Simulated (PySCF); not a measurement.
# How methods differ on the ionisation energy of Se⁺

Se⁺ [Ar] 3d10 4s2 4p3 (4S) → Se²⁺ [Ar] 3d10 4s2 4p2 (3P), as a difference of total energies. All numbers are calculated (PySCF 2.14, a scalar-relativistic core potential, in aug-cc-pVTZ-PP with one added diffuse shell each of s, d, f type with ECP10MDF (7s5p5d3f, 68 functions)). Correlated levels: valence: 3s2 3p6 3d10 frozen. The calculations carry no spin-orbit coupling.

```csv
method,ionisation energy (eV),difference from reference (eV)
UHF,20.842,-0.354
MP2 (valence),21.352,+0.156
SCS-MP2 (valence),21.200,+0.004
CCSD (valence),21.316,+0.120
CCSD(T) (valence),21.345,+0.149
```

Reference: 21.196 ± 0.01 eV (measured; NIST Atomic Spectra Database, ionization energies).

The reference lies between the lowest fine-structure levels, while these numbers refer to the centres of the terms.

Errors of the correlated levels include the incompleteness of this basis and the frozen core.
